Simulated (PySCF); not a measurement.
Where the electron goes

2,2-dimethyl-1,3-dichloropropane, C5H10Cl2.
Z-matrix (Å and degrees, GFN2-xTB geometry), rows numbered from 1:
```
C 
C   1  1.5316
C   2  1.5317  1  109.60
C   2  1.5307  1  108.03  3   120.35
Cl  4  1.7820  2  112.40  1  -178.17
C   2  1.5308  1  110.41  3  -118.88
Cl  6  1.7821  2  112.40  1   -58.35
H   1  1.0866  2  110.76  3   179.82
H   1  1.0870  2  110.40  3   -59.80
H   1  1.0871  2  110.04  3    59.92
H   3  1.0872  2  110.04  1    59.89
H   3  1.0870  2  110.40  1   -59.81
H   3  1.0867  2  110.76  1   179.83
H   4  1.0898  2  110.66  1    62.74
H   4  1.0894  2  110.58  1   -59.21
H   6  1.0897  2  110.59  1    60.64
H   6  1.0900  2  110.65  1  -177.42
```

Level of theory: TDDFT PBE0/def2-SVPD, vertical, gas phase, core orbitals frozen in the response in PySCF.

Kohn–Sham orbitals with the atoms that hold most of them (Löwdin shares over 4%, at most four atoms; ? is withheld):

```csv
orbital,ε (eV),atoms
HOMO-3,-8.76,"Cl5 38%, Cl7 38%, C2 7%, C4 5%"
HOMO-2,-8.63,"Cl7 38%, Cl5 38%, C6 7%, C4 7%"
HOMO-1,-8.42,?
HOMO,?,"Cl7 34%, Cl5 34%, C6 7%, C2 7%"
LUMO,0.40,?
LUMO+1,0.54,"Cl5 28%, Cl7 28%, C4 9%, C6 9%"
LUMO+2,0.74,"Cl5 27%, Cl7 27%, C4 11%, C6 11%"
```

Problem. Which atoms hold the LUMO, and with what shares?

Solution. Cl7 (bonded to C) 12%; Cl5 (bonded to C) 12%; C3 (bonded to C and 3 H) 10%; C1 (bonded to C and 3 H) 10%. By element: chlorine 25%, carbon 19% or more.

Problem. Which atoms hold the HOMO-1, and with what shares?

Solution. Cl5 (bonded to C) 37%; Cl7 (bonded to C) 37%; C4 (bonded to C, Cl and 2 H) 7%; C6 (bonded to C, Cl and 2 H) 7%. By element: chlorine 73%, carbon 14% or more.

Problem. What is the HOMO energy, and the HOMO–LUMO gap?

Solution. ε(HOMO) = -8.37 eV; the gap is 8.77 eV (0.3222 hartree).

Problem. How does S1 compare with the orbital gap of 8.77 eV?

Solution. S1 is at 7.43 eV (f = 0.0053), 1.34 eV below the gap, made of HOMO-1→LUMO (36%), HOMO-1→LUMO+2 (22%), HOMO-2→LUMO+1 (20%). Its leading pair isn't HOMO and LUMO; the energies of that pair differ by 8.82 eV. 

Next come S2 at 7.43 eV (f 0.0033), HOMO-1→LUMO+1 (42%), HOMO→LUMO (20%), HOMO-2→LUMO (10%); S3 at 7.50 eV (f 0.0095), HOMO→LUMO (33%), HOMO-1→LUMO+1 (16%), HOMO-3→LUMO+1 (15%); S4 at 7.51 eV (f 0.0002), HOMO→LUMO+1 (57%), HOMO-3→LUMO (11%), HOMO-3→LUMO+2 (10%); S5 at 7.89 eV (f 0.0087), HOMO→LUMO+2 (44%), HOMO→LUMO (40%), HOMO-3→LUMO+1 (10%).

Löwdin shares depend on the basis, the more so with diffuse functions.

One conformer stands for the species.

Without π bonds the low states may be Rydberg-like; a valence basis with one diffuse set may place them up to an eV too high.
